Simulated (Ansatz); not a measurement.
`CNBS` + H₂ → `BNC` + H₂S at 500 K and 1 bar (hydrogenolysis of a B–S bond).

Computed with Ansatz on PBE0-D4/def2-TZVP structures; ΔE is electronic, products minus reactants. CCSD(T)/CBS adds triple-zeta CCSD(T) − MP2 to the extrapolated MP2 energy (def2 sets, frozen cores). This one scheme is used for every species. Each species was taken in one conformer, which may not be the lowest.

```tsv
species	CCSD(T)/CBS energy (Eh)	H − E (kJ/mol)	S (J/(mol·K))
`CNBS`	-518.99817	244.6	365.8
H₂	-1.17544	41.0	145.5
`BNC`	-121.18426	231.8	309.7
H₂S	-398.97279	57.0	224.0
```

H − E and S are ideal-gas, rigid-rotor, harmonic terms from PBE0-D4/def2-TZVP, for one conformer and one mirror image of each species. The MP2-based limit puts H₂ 0.8 mEh under its directly extrapolated value; such offsets cancel only in part. 1 Eh = 2625.50 kJ/mol, R = 8.31446 J/(mol·K).

**Question.** By hand: ΔE, ΔH, ΔS and ΔG.

**Answer.** ΔE = (-121.18426) + (-398.97279) − (-518.99817) − (-1.17544) = 0.01656 Eh = 43.5 kJ/mol. Δ(H − E) = 231.8 + 57.0 − 244.6 − 41.0 = 3.2, so ΔH = 46.7 kJ/mol. ΔS = 309.7 + 224.0 − 365.8 − 145.5 = 22.4 J/(mol·K). ΔG = 46.7 − 500 × (22.4)/1000 = 35.5 kJ/mol.

**Question.** By hand: the equilibrium constant, and the temperature at which ΔG would vanish if ΔH and ΔS stayed fixed.

**Answer.** log₁₀ K = −ΔG/(RT ln 10) = -3.7. ΔG = 0 at ΔH/ΔS = 2085 K.

ΔH outweighs TΔS. A doubt of 5 kJ/mol in ΔE shifts log₁₀ K by 0.5 here. Other conformers and mirror images would add mixing entropy, several J/(mol·K) or more a flexible species. These are equilibria of isolated gas molecules and say nothing of rates. Largest T1 diagnostic: 0.012 (customary marks: 0.02 for closed shells, 0.045 for open ones).
